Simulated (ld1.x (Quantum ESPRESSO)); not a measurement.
## Rh: one change to an ultrasoft potential, before and after

```json
{"Element": "rhodium (Rh)", "Generator": "ld1.x (Quantum ESPRESSO) 7.5", "Type": "ultrasoft", "Functional": "LDA (PZ)", "Relativity": "fully relativistic", "Frozen core": "[Kr]", "Valence charge": "9", "Reference configuration": "4d8 5s0 5p0 (charge +1)", "Partial waves": "5s (bound, empty): rcut 2.45, rcutus 2.75 bohr; 5s channel at -0.2 Ry: rcut 2.45, rcutus 2.75 bohr; 5p (bound, empty): rcut 2.60, rcutus 2.80 bohr; 5p channel at 1.1 Ry: rcut 2.60, rcutus 2.80 bohr; 4d (bound): rcut 1.85, rcutus 2.20 bohr; 4d channel at 0.85 Ry: rcut 1.85, rcutus 2.20 bohr", "Local potential": "all-electron potential smoothed inside 2.70 bohr (lloc = -1)", "Core correction": "a·sin(br)/r model core, default radius (core density twice the valence density)", "Augmentation charge": "PSQ, inside the norm-conserving radii"}
```

Open shells are filled in proportion to 2j + 1 (rel_dist='average').

Change: waves 5s (bound): rcut 2.44, rcutus 2.58 bohr; 5s channel at -0.2 Ry: rcut 2.44, rcutus 2.58 bohr.

Cutoffs: the cutoffs (Ry, on a coarse ladder) from which the occupation-weighted sum of valence levels, in a spherical-Bessel basis at the reference potential, stays within 10 and 1 mRy of its value at 400 Ry; they do not see the model core or the augmentation charge, which bear on the density cutoff. Errors are all-electron minus pseudo energies relative to the spin-unpolarised reference configuration.

Task: Predict the effect on cutoff, ghosts and configuration errors.

Result: The potential gets neither clearly harder nor softer (21 Ry and 35 Ry → 21 Ry and 35 Ry); of the 7 tests that both files solve, the error grows in 0 and shrinks in 2 by more than 15 % and 0.3 meV (median size 31.3 → 31.3 meV); neither file shows a bound ghost.

```csv
quantity,base,changed
"cutoff, loose",21 Ry,21 Ry
"cutoff, tight",35 Ry,35 Ry
bound ghosts,none,none
"error for 4d8 5s1 5p0, meV [ΔE -7.79 eV]",-7.0,-4.1
"error for 4d7 5s0 5p0, meV [ΔE 19.77 eV]",-39,-39
"error for 4d6 5s0 5p0, meV [ΔE 52.50 eV]",-311,-311
"error for 4d7 5s1 5p1, meV [ΔE -1.18 eV]",-30,-20
"error for 4d9 5s0 5p0, meV [ΔE -8.64 eV]",-31,-31
"error for 4d5 5s0 5p0, meV [ΔE 99.64 eV]",-1359,-1359
"error for 4d8 5s0 5p1, meV [ΔE -4.06 eV]",+0.2,+0.2
s: phases at 3.04 bohr within 0.05 rad from the reference energy up to (Ry; the scan ends near 5),2.2,2.3
p1/2: phases at 3.04 bohr within 0.05 rad from the reference energy up to (Ry; the scan ends near 5),3.2,3.2
p3/2: phases at 3.04 bohr within 0.05 rad from the reference energy up to (Ry; the scan ends near 5),3.1,3.1
d3/2: phases at 3.04 bohr within 0.05 rad from the reference energy up to (Ry; the scan ends near 5),to the end of the scan,to the end of the scan
d5/2: phases at 3.04 bohr within 0.05 rad from the reference energy up to (Ry; the scan ends near 5),to the end of the scan,to the end of the scan
lowest overlap eigenvalue by channel,"s 0.37, p1/2 0.55, p3/2 0.56, d3/2 0.16, d5/2 0.16","s 0.41, p1/2 0.55, p3/2 0.56, d3/2 0.16, d5/2 0.16"
```
